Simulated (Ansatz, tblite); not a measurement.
BF3 adduct: gap (eV) at several levels, gas phase, relaxed structures; Ansatz, xTB through tblite. The structures are stationary points that may keep the symmetry of their start.

```csv
species,state,geometry,GFN1-xTB,GFN2-xTB,PBE-D4/def2-SVP,PBE-D4/def2-TZVP,r2SCAN-D4/def2-TZVP,PBE0-D4/def2-TZVP
B(NH3)F3 (BNF3H3),singlet,r2SCAN-D4/def2-SVP,7.96,10.96,7.10,7.06,8.42,10.06
B(IMe)F3 (C5H8BF3N2),singlet,PBE-D4/def2-SVP,4.39,4.26,5.25,5.19,5.56,7.29
```

**Question.** Estimate the rows for B(H2O)F3 (BOF3H2) (singlet, r2SCAN-D4/def2-SVP geometry).

**Answer.** 
```
          species    state            geometry  GFN1-xTB  GFN2-xTB  PBE-D4/def2-SVP  PBE-D4/def2-TZVP  r2SCAN-D4/def2-TZVP  PBE0-D4/def2-TZVP
B(H2O)F3 (BOF3H2)  singlet  r2SCAN-D4/def2-SVP      8.28     10.59             7.62              7.52                 8.84              10.63
```

Over the 3 species that have every level, the mean is 6.88 at GFN1-xTB, 8.60 at GFN2-xTB, 6.66 at PBE-D4/def2-SVP, 6.59 at PBE-D4/def2-TZVP, 7.61 at r2SCAN-D4/def2-TZVP, 9.32 at PBE0-D4/def2-TZVP. Orbital gaps grow with the share of exact exchange and aren't one observable across functionals.
